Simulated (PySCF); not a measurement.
# Dipole response of Ta⁺ (tantalum, charge +1)

[Xe] 4f14 5d3 6s1, high-spin 5F determinant. All numbers are calculated (PySCF 2.14, scalar relativity by spin-free X2C-1e, in ANO-RCC-VTZP (8s7p5d3f2g1h, 104 functions)). Coupled (time-dependent) response in atomic units; α is the mean over directions. The basis has no added diffuse functions, which lowers α and C₆.

| method | mean α (bohr³) | C₆ (like pair) | S(−4) |
| --- | --- | --- | --- |
| UHF | 50.73 | 433.2 | 1382 |

S(−4) is the Cauchy moment in α(ω) = α(0) + S(−4) ω² + …

Spin-orbit coupling is absent.

α(iu) at UHF:

| u (hartree) | α(iu) (bohr³) |
| --- | --- |
| 0 | 50.73 |
| 0.0500 | 47.52 |
| 0.100 | 40.13 |
| 0.200 | 25.76 |
| 0.300 | 17.31 |
| 0.500 | 10.10 |
| 0.750 | 6.783 |
| 1.00 | 5.162 |
| 1.50 | 3.419 |
| 2.00 | 2.457 |
| 3.00 | 1.461 |
| 5.00 | 0.7128 |

For an ion, C₆ is the dispersion term alone; charge-induced terms of lower order in 1/R come first.

Spin-orbit coupling, absent here, splits the open shell strongly.
